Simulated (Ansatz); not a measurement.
The pair A = N2 (SMILES N#N) (first 2 atoms), B = H4OSi (SMILES O[SiH3]); geometry from B3LYP-D3(BJ)/def2-TZVP.
(charge 0, multiplicity 1):
```xyz
8

N      0.50565     0.47640    -1.19338
N      0.49268     0.56277    -0.10673
O      0.39900     0.74553     3.08253
Si    -0.36404    -0.54493     3.77055
H      0.47563     0.76975     2.12467
H     -1.77105    -0.66156     3.31027
H     -0.33454    -0.31119     5.22796
H      0.32268    -1.82301     3.45434
```

Cores are frozen in the correlated methods. MP2 and its Hartree–Fock in aug-cc-pV(Q+d)Z, aug-cc-pV(T+d)Z are density fitted.

Programs: Ansatz (a quantum-chemistry and plane-wave program). Values without a source in brackets are computed.

The counterpoise-corrected interaction energy is E(AB) − E(A in the pair's basis) − E(B in the pair's basis). Total energies (hartree):

```
level                              AB  A in the pair's basis  B in the pair's basis
-----------------------  ------------  ---------------------  ---------------------
HF/aug-cc-pV(T+d)Z       -475.1998906           -108.9860762           -366.2135640
MP2/aug-cc-pV(T+d)Z      -475.9652844           -109.3638390           -366.5988492
HF/aug-cc-pV(Q+d)Z       -475.2157570           -108.9928716           -366.2226051
MP2/aug-cc-pV(Q+d)Z      -476.0283984           -109.3928092           -366.6328901
MP2/aug-cc-pV(D+d)Z      -475.7725442           -109.2771050           -366.4931719
CCSD(T)/aug-cc-pV(D+d)Z  -475.8253296           -109.2935028           -366.5296954
```

**Question.** Work out the counterpoise-corrected interaction energy at the basis-set limit: extrapolate the MP2 correlation part as X⁻³, take Hartree–Fock from the larger set, and add the CCSD(T) − MP2 difference of aug-cc-pV(D+d)Z.

**Answer.** 
1. Differences (1 hartree = 627.509 kcal/mol): HF/aug-cc-pV(T+d)Z -0.157; MP2/aug-cc-pV(T+d)Z -1.629; HF/aug-cc-pV(Q+d)Z -0.176; MP2/aug-cc-pV(Q+d)Z -1.694; MP2/aug-cc-pV(D+d)Z -1.423; CCSD(T)/aug-cc-pV(D+d)Z -1.338.
2. Correlation parts, MP2 less HF: -1.472 in aug-cc-pV(T+d)Z (X = 3), -1.518 in aug-cc-pV(Q+d)Z (X = 4).
3. Limit (4³·(-1.518) − 3³·(-1.472))/(4³ − 3³) = -1.551; with HF/aug-cc-pV(Q+d)Z it gives -1.727.
4. CCSD(T) less MP2 in aug-cc-pV(D+d)Z: 0.085.
Result: -1.64 kcal/mol, against -1.63 at MP2/aug-cc-pV(T+d)Z. It is an estimate of this method's limit, not of the exact value.
